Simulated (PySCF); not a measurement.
CH3Cd, neutral, multiplicity 2. Atoms are numbered in the order given.

```xyz
5

Cd     0.0000     0.0000    -0.3760
C      0.0000     0.0000     1.9027
H      0.9100     0.5254     2.2113
H      0.0000    -1.0507     2.2113
H     -0.9100     0.5254     2.2113
```
Charge 0, spin multiplicity 2.

Coordinates come from a PBE-D3(BJ)/def2-TZVP optimisation. The spin state was assumed, not searched. The isomer is the one that the SMILES or the coordinates give; other isomers of the formula were not compared. The def2 effective core potentials stand for the cores of Cd; spin–orbit coupling is left out.

Computed with PBE-D3(BJ)/def2-TZVP run with PySCF.

Frequencies are harmonic and unscaled.

Modes within 1.5 cm⁻¹ of each other (mostly degenerate sets) share a row, with their intensities summed.

Computed normal modes with their intensities:
```json
[
 {"mode": "1", "ν (cm⁻¹)": "314", "IR (km/mol)": "4.4", "moving atoms (share of kinetic energy)": "C 76 %, H 12 %, Cd 12 %"},
 {"mode": "2–3", "ν (cm⁻¹)": "567", "IR (km/mol)": "3.6", "moving atoms (share of kinetic energy)": "H 90 %, C 9 %"},
 {"mode": "4", "ν (cm⁻¹)": "979", "IR (km/mol)": "11.9", "moving atoms (share of kinetic energy)": "H 87 %, C 13 %"},
 {"mode": "5–6", "ν (cm⁻¹)": "1383", "IR (km/mol)": "6.2", "moving atoms (share of kinetic energy)": "H 93 %"},
 {"mode": "7", "ν (cm⁻¹)": "2993", "IR (km/mol)": "8.5", "moving atoms (share of kinetic energy)": "H 99 %"},
 {"mode": "8–9", "ν (cm⁻¹)": "3116", "IR (km/mol)": "11.0", "moving atoms (share of kinetic energy)": "H 90 %, C 10 %"}
]
```
